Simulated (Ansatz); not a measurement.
A made-up structure of SiH2TeO, singlet:

```
5
angstrom
O 0.9650 -0.9374 -0.1134
Si -0.0917 0.3105 -0.2035
Te -0.2506 -1.3319 1.5542
H -1.0575 0.2967 -1.3241
H -0.6869 -2.0588 3.0161
```

It is relaxed with PBE-D4/def2-SVP and then PBE0-D4/def2-TZVP (Ansatz 0.2.0). Atoms count as bonded within 1.22 times the sum of their covalent radii (H–H: 0.88 Å). The end point is not checked to be a true minimum.

(1) Does its bonding change? (Judge from chemistry; the calculation decides.)

Results:

(1) Computed: Yes. Formed: none; broken: O1–Te3.

Where it ends: The first stage lowers the energy by 4.68 eV in 16 steps. It ends as SiH₂TeO ([O][SiH][TeH]):
O1  (1.283, -0.434, -1.034)
Si2  (0.127, -0.448, -0.051)
Te3  (-0.013, -1.985, 1.843)
H4  (-1.054, 0.453, -0.104)
H5  (-1.465, -1.308, 2.275)
(Å)

Labels in which every atom is bracketed show which atoms are joined, not bond orders.

For scale, one of the runs: PBE0-D4/def2-TZVP relaxation, 130 basis functions, launched by `ansatz run in.yaml --threads 2 --pin off --events-out ev --progress --plain --max-ram 4352MiB`. Hardware: 2 CPU threads of an Intel Xeon 6975P-C, shared host. Wall time about 7 s.
